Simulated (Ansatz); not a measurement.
System: C5H7Si (charge -1, singlet). It need not be the lowest isomer of its formula. Whether it binds its extra electron was not tested at this geometry. 
Structure (B3LYP-D3(BJ)/def2-TZVP (Ansatz, a program for electronic structure) minimum search):
```xyz
13

Si     2.0554     0.0199    -0.0938
C      0.2284     0.0160    -0.0032
C     -0.4248     1.0384     0.6596
C     -1.9072     0.6647     0.5078
C     -1.9724    -0.6236    -0.2809
C     -0.7059    -0.9796    -0.5662
H      2.7620    -0.0531     1.2234
H      2.6589     1.2084    -0.7732
H      2.6010    -1.1562    -0.8633
H     -2.3698     0.5706     1.5007
H     -2.4485     1.4846     0.0144
H     -2.8706    -1.1612    -0.5647
H     -0.4179    -1.8663    -1.1267
```
Charge -1, spin multiplicity 1.

Total electronic energies in hartree. Valence correlation only, unless marked. Spin-orbit coupling is left out. Non-relativistic unless marked X2C. CBS(X,Y): correlation extrapolated as X^-3; Hartree-Fock from the larger set. The bracket is a focal-point correction in the basis named.

The Hartree-Fock reference is unstable (checked in the largest basis), which strains HF and MP2. 

```
level                                                                             program  energy (Eh)
-------------------------------------------------------------------------  --------------  -----------
HF/STO-3G                                                                          Ansatz   -476.42748
RI-HF/cc-pV(T+d)Z                                                                  Ansatz   -482.31853
r2SCAN-D3(BJ)/def2-TZVPD                                                   Ansatz + dftd3   -484.09191
B97M-V/def2-TZVPD                                                                  Ansatz   -484.17419
PBE0/STO-3G                                                                        Ansatz   -477.95771
PBE0-D4/def2-TZVP                                                          Ansatz + dftd4   -483.87973
BHLYP-D4/def2-TZVPD                                                        Ansatz + dftd4   -484.12228
r2SCANh-D4/def2-TZVPD                                                      Ansatz + dftd4   -484.08143
CAM-B3LYP-D3(BJ)/def2-TZVPD                                                Ansatz + dftd3   -484.13523
PBE-QIDH/def2-TZVPD                                                                Ansatz   -483.74823
MP2/aug-cc-pV(D+d)Z                                                                Ansatz   -483.07710
SCS-MP2/cc-pVTZ                                                                    Ansatz   -483.24955
CCSD(T)/STO-3G                                                                     Ansatz   -476.82452
X2C-CCSD(T)/cc-pVTZ-DK                                                             Ansatz   -484.02255
RI-MP2/CBS(aug-cc-pV(T+d)Z,aug-cc-pV(Q+d)Z)+[CCSD(T)-MP2]/aug-cc-pV(T+d)Z          Ansatz    -483.4767
```

Totals of different functionals don't rank their quality; only differences between species are comparable.
